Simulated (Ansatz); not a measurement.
Abridged output of a molecular run in Ansatz:

```
Functional definition: HF
979 factors; integrals over basis functions are off by at most 1.2e-3 eV
mean field evaluation 1: about -119165.2027 eV, gradient 3.3e1 eV
mean field evaluation 2: about -119165.2239 eV, gradient 3.3e1 eV
mean field evaluation 4: about -119167.8994 eV, gradient 2.6e0 eV
mean field evaluation 8: about -119167.9291 eV, gradient 1.7e-4 eV
mean field -119167.92909489 eV, -4379.3406193137 hartree, gradient 2.8e-6 eV, S^2 0.000000; 0 other end points of the search recorded, 0 dependent functions left out
19 core orbitals not correlated: weight in the atoms' cores, before any rotation towards them, 1.000 or more for the frozen orbitals, at most 0.000 for the correlated occupied ones
reference -119167.92909489 eV, -4379.3406193137 hartree; 19, 19 occupied and 60, 60 virtual orbitals, 979 factors
second order -17.03079597 eV of doubles, -0.00000000 eV of singles
cycle   1  -16.74290359 eV  change    2.9e-1 eV  update   1.0e-1
cycle   2  -17.26733117 eV  change   -5.2e-1 eV  update   3.1e-2
cycle   3  -17.35477145 eV  change   -8.7e-2 eV  update   1.7e-2
cycle   4  -17.34166818 eV  change    1.3e-2 eV  update   4.4e-3
cycle   5  -17.34195746 eV  change   -2.9e-4 eV  update   2.1e-3
cycle   6  -17.34161520 eV  change    3.4e-4 eV  update   6.2e-4
cycle   7  -17.34138474 eV  change    2.3e-4 eV  update   2.5e-4
cycle   8  -17.34142990 eV  change   -4.5e-5 eV  update   6.9e-5
cycle   9  -17.34145685 eV  change   -2.7e-5 eV  update   2.8e-5
perturbative correction -0.50346782 eV, -0.0185021011 hartree
Total energy: -119185.77401956 eV, -4379.9964081997 hartree
```

Its atoms:

Z-matrix (Å, degrees):
```
N
Ga 1 1.809
H 1 1.005 2 123.5
H 1 1.005 2 124.2 3 -179.7
Se 2 2.330 1 115.0 3 -179.9
H 2 1.554 1 121.8 3 0.0
H 5 1.468 2 92.2 1 -179.2
```

(1) Which basis set was used?
A. def2-SVPD
B. def2-TZVPPD
C. cc-pV(T+d)Z
D. def2-SVP

(2) Write the keys of the input that set method, charge and spin (a neutral closed shell needs none for the last two).

Answers

(1) D. It gives 98 functions.

(2) 
```yaml
correlation: {method: ccsd_t}
```
